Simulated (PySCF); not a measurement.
This PySCF input asks for the NMR shieldings of `FB(F)C[SiH2][Si@H]([SiH3])B(F)F`, CH8B2F4Si3; the geometry comes from GFN2-xTB.

```python
import basis_set_exchange as bse
import numpy as np
from pyscf import gto, dft
from pyscf.prop import nmr

atoms = """
F    -2.239327    2.164643   -0.810976
B    -1.645970    0.996177   -0.981983
F    -0.441770    1.108945   -1.546734
C    -2.174062   -0.350442   -0.455566
Si   -1.171775   -0.797872    1.138931
Si    1.103362   -0.693076    0.613950
Si    2.040002    1.428503    0.936067
B     1.436838   -1.379766   -1.214274
F     0.482270   -1.809314   -2.023713
F     2.628271   -1.435109   -1.781944
H    -3.235631   -0.330640   -0.227642
H    -1.994041   -1.156437   -1.163272
H    -1.561729    0.174833    2.171151
H    -1.770282   -2.076922    1.555703
H     1.783772   -1.602191    1.569963
H     1.887045    2.319044   -0.213581
H     3.473832    1.375552    1.238134
H     1.390435    2.070389    2.084159
"""
names = dict.fromkeys(["F", "B", "C", "Si", "H"], "pcSseg-1")
basis = {el: gto.basis.parse(bse.get_basis(n, elements=[el], fmt="nwchem")) for el, n in names.items()}
mol = gto.M(atom=atoms, basis=basis, charge=0, verbose=0)
mf = dft.RKS(mol, xc="PBE0")
mf.grids.level = 2
mf.grids.alignment = dft.numint.BLKSIZE   # the property module wants whole blocks of grid points
mf.conv_tol = 1e-9
mf.kernel()

calc = nmr.RKS(mf)   # GIAO
C = mf.mo_coeff
Co = C[:, mf.mo_occ > 0]
resp = mf.gen_response(singlet=True, hermi=2)
def vind(x):   # induced exchange potential for any number of trial vectors
    d = np.einsum("pi,xij,qj->xpq", C, 2 * x.reshape(-1, C.shape[1], Co.shape[1]), Co, optimize=True)
    return np.einsum("xpq,pi,qj->xij", resp(d - d.transpose(0, 2, 1)), C, Co, optimize=True).ravel()
mo1, _ = nmr.rhf.solve_mo1(calc, with_cphf=vind)
sigma = calc.kernel(mo1)
for i, s in enumerate(sigma):   # ppm
    w = np.linalg.eigvalsh((s + s.T) / 2)
    print("%2d %-2s iso %8.1f  s11 %8.1f  s22 %8.1f  s33 %8.1f" % (i, mol.atom_pure_symbol(i), w.mean(), *w))
```

**Question.** Give the expected output.

**Answer.** 
```
 0 F  iso    238.1  s11     69.8  s22    288.6  s33    355.9
 1 B  iso     70.5  s11     35.2  s22     80.4  s33     96.0
 2 F  iso    242.7  s11     87.3  s22    276.2  s33    364.4
 3 C  iso    190.0  s11    182.9  s22    185.2  s33    201.9
 4 Si iso    416.7  s11    388.3  s22    405.6  s33    456.2
 5 Si iso    497.9  s11    476.2  s22    500.5  s33    517.0
 6 Si iso    458.0  s11    443.5  s22    453.1  s33    477.3
 7 B  iso     68.0  s11     36.9  s22     80.2  s33     86.7
 8 F  iso    187.0  s11    -24.2  s22    255.1  s33    330.1
 9 F  iso    186.3  s11    -28.5  s22    255.1  s33    332.2
10 H  iso     31.1  s11     26.2  s22     27.6  s33     39.5
11 H  iso     30.9  s11     26.2  s22     29.2  s33     37.4
12 H  iso     27.6  s11     24.4  s22     25.5  s33     33.0
13 H  iso     27.2  s11     23.3  s22     25.0  s33     33.2
14 H  iso     28.4  s11     24.6  s22     25.6  s33     35.1
15 H  iso     28.0  s11     24.0  s22     27.3  s33     32.7
16 H  iso     27.9  s11     24.1  s22     25.3  s33     34.4
17 H  iso     28.1  s11     24.2  s22     26.4  s33     33.7
```

These numbers come from an equivalent density-fitted implementation of the same equations, which agrees with the script to about 0.01 ppm for H and up to a few tenths of a ppm for heavy atoms, so last digits may differ.

Size and cost of the density-fitted run: 231 basis functions, 2.8 min wall time on 1 thread of an Intel Xeon, shared host; peak memory 1 GiB.
